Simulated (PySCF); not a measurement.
## From computed data to an observable: oscillator strength and radiative lifetime

Cl2GeH4OSi, SMILES Cl[SiH](Cl)[O][GeH3].

Coordinates come from a B3LYP-D3(BJ)/def2-SVP optimisation. This is a generated structure with no PubChem entry under its InChIKey; it may be hypothetical. Other conformers were not sampled.

TDDFT-PBE0/def2-SVPD (PySCF) puts the first singlet state with f over 0.02 at 7.78 eV (vertical), with the transition dipole (0.146, -0.312, 0.105) in atomic units.

Question: Find the oscillator strength, the wavelength and the radiative lifetime that this transition would have in vacuum if emission retraced absorption.

Answer: 
|μ|² = 0.1297 au, so |μ| = 0.92 D. ΔE = 7.78/27.211 = 0.2859 hartree. f = (2/3) ΔE |μ|² = 0.025 (the program prints 0.025).
λ = 1239.84/7.78 = 159 nm; ν = 62750 cm⁻¹.
Einstein's coefficient A = 0.6670 ν² f s⁻¹ (ν in cm⁻¹) = 6.5e7 s⁻¹, so τ = 1/A = 15 ns. This state is S3; the lower singlets have f = 0.006, 0.015. The figure is the radiative limit of this one transition; relaxation, internal conversion, crossing to triplets and a medium change what is measured.
